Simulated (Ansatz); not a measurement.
`[SiH3]B[SiH2]Cl` + `[SiH3]S` → `[SiH3]BS[SiH3]` + `[SiH3]Cl` at 600 K and 1 bar (cleavage of the B–Si bond).

Calculated with Ansatz (gas phase, PBE0-D4/def2-TZVP geometries, no zero-point term in ΔE). CBS: MP2 limit from def2 TZ/QZ plus the TZ coupled-cluster correction, frozen cores. This one scheme is used for every species. Each species was taken in one conformer, which may not be the lowest.

```
          species  CCSD(T)/CBS energy (Eh)  H − E (kJ/mol)  S (J/(mol·K))
`[SiH3]B[SiH2]Cl`              -1066.33624           209.6          472.0
        `[SiH3]S`               -689.27336           126.3          326.2
 `[SiH3]BS[SiH3]`              -1004.95639           237.5          473.8
       `[SiH3]Cl`               -750.69636            99.4          294.6
```

H − E and S are ideal-gas, rigid-rotor, harmonic terms from PBE0-D4/def2-TZVP, for one conformer and one mirror image of each species. 1 Eh = 2625.50 kJ/mol, R = 8.31446 J/(mol·K).

By hand: ΔE, ΔH, ΔS and ΔG.

ΔE = (-1004.95639) + (-750.69636) − (-1066.33624) − (-689.27336) = -0.04315 Eh = -113.3 kJ/mol. Δ(H − E) = 237.5 + 99.4 − 209.6 − 126.3 = 1.0, so ΔH = -112.3 kJ/mol. ΔS = 473.8 + 294.6 − 472.0 − 326.2 = -29.8 J/(mol·K). ΔG = -112.3 − 600 × (-29.8)/1000 = -94.4 kJ/mol.

By hand: the equilibrium constant, and the temperature at which ΔG would vanish if ΔH and ΔS stayed fixed.

log₁₀ K = −ΔG/(RT ln 10) = 8.2. ΔG = 0 at ΔH/ΔS = 3768 K, far beyond where these terms or the molecules hold.

ΔH outweighs TΔS. A doubt of 5 kJ/mol in ΔE shifts log₁₀ K by 0.4 here. Other conformers and mirror images would add mixing entropy, several J/(mol·K) or more a flexible species. Modes under 60 cm⁻¹, often nearly free rotors, make the harmonic entropy too high. These are equilibria of isolated gas molecules and say nothing of rates. Largest T1 diagnostic: 0.015 (customary marks: 0.02 for closed shells, 0.045 for open ones).
